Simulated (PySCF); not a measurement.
## Fractional electron number in Os²⁺ (osmium, charge +2)

The 5d beta orbital of [Xe] 4f14 5d6 is emptied in steps (occupation f), with all orbitals relaxed, ending at [Xe] 4f14 5d5. Computed with PySCF 2.14 in def2-TZVP with the def2 core potential (60 electrons), with a scalar-relativistic core potential. The exact energy is a straight line in f; departures are measured from the line between the end points of the same method.

Question: Among BHandHLYP, wB97X, BLYP, which shows the largest delocalisation error (convex curve), and which is closest to linear?

Answer: Most convex: BLYP (-1.390 eV at f = 0.5); closest to linear: wB97X (-0.360 eV).

| f | BHandHLYP (eV) | wB97X (eV) | BLYP (eV) |
| --- | --- | --- | --- |
| 1 | 0.000 | 0.000 | 0.000 |
| 0.9 | -0.212 | -0.128 | -0.495 |
| 0.7 | -0.501 | -0.302 | -1.161 |
| 0.5 | -0.604 | -0.360 | -1.390 |
| 0.3 | -0.515 | -0.299 | -1.173 |
| 0.1 | -0.225 | -0.119 | -0.505 |
| 0 | 0.000 | 0.000 | 0.000 |

```json
{"method": "BHandHLYP", "E(f=0) − E(f=1) (eV)": "26.660", "−ε at f=1 (eV)": "24.318", "−ε at f=0.5 (eV)": "26.618"}
{"method": "wB97X", "E(f=0) − E(f=1) (eV)": "26.853", "−ε at f=1 (eV)": "25.442", "−ε at f=0.5 (eV)": "26.856"}
{"method": "BLYP", "E(f=0) − E(f=1) (eV)": "27.066", "−ε at f=1 (eV)": "21.587", "−ε at f=0.5 (eV)": "27.029"}
```

Reference removal energy between the ground levels: 25 ± 1.6 eV (theoretical estimate listed by NIST; NIST Atomic Spectra Database, ionization energies). The calculation has no spin-orbit coupling. The determinant left behind need not be the lowest term of the ion.
